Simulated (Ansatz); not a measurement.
Tuning the range parameter of LC-ωPBE so that −HOMO meets the ionisation energy; basis def2-TZVP, Ansatz. System: the cluster HfO2. Charge 0, multiplicity 1. Geometry: B3LYP-D4/def2-TZVP. The ionised state is a doublet.

Geometry of the singlet:

| atom | x (Å) | y (Å) | z (Å) |
| --- | --- | --- | --- |
| Hf1 | -0.1906 | 0.1399 | 0.6614 |
| O2 | -0.8387 | -1.1732 | -0.3665 |
| O3 | 1.0292 | 1.0334 | -0.2949 |

In the def2 sets Hf takes a core potential; there is no spin–orbit coupling. The structure comes from a short search, and lower isomers may exist.

```tsv
ω (1/bohr)	HOMO (eV)	LUMO (eV)	vertical IE (eV)	HOMO + IE (eV)
0.1	-6.75	-2.79	8.89	2.14
0.15	-7.35	-2.31	8.92	1.57
0.2	-7.86	-1.97	8.96	1.10
0.3	-8.68	-1.64	9.07	0.39
```

Question: Where does the tuning condition hold?

Answer: Not within the range that was run.
